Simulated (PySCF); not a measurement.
C₃H₆O₂Si, SMILES C=COC(=O)[SiH3]. Atoms are numbered in the order given.

```xyz
12

C     -2.6649     0.4027    -0.1128
C     -1.6061     1.1940    -0.2804
O     -0.2688     0.8869    -0.1997
C      0.2219    -0.3428     0.0789
O     -0.4462    -1.3172     0.2902
Si     2.1496    -0.3777     0.1025
H     -3.6505     0.8592    -0.2239
H     -2.5900    -0.6556     0.1248
H     -1.7027     2.2559    -0.5189
H      2.5554    -0.8529     1.4552
H      2.5750    -1.3640    -0.9303
H      2.7328     0.9634    -0.1803
```

Geometry optimised at PBE0-D3(BJ)/def2-SVP. One conformer was computed; it need not be the lowest.

The numbers are results of PBE0/pcSseg-1 (PySCF), not measurements.

GIAO shieldings, no solvent; atoms listed in one row are averaged. δ = σ(ref) − σ: ¹³C against TMS (σ = 186.3 ppm); ¹⁷O against H2O (σ = 334.2 ppm); ²⁹Si against TMS (σ = 352.7 ppm); ¹H against TMS (σ = 31.56 ppm), references at their B3LYP-D3(BJ)/def2-TZVP geometries, non-relativistic.

| nucleus | atoms | count | δ (ppm) |
|---|---|---|---|
| ¹³C | C4 | 1 | 184.7 |
| ¹³C | C2 | 1 | 153.5 |
| ¹³C | C1 | 1 | 113.2 |
| ¹⁷O | O5 | 1 | 542.9 |
| ¹⁷O | O3 | 1 | 282.8 |
| ²⁹Si | Si6 | 1 | -81.3 |
| ¹H | H8 | 1 | 6.98 |
| ¹H | H9 | 1 | 6.60 |
| ¹H | H7 | 1 | 5.29 |
| ¹H | H10, H11, H12 | 3 | 4.41 |
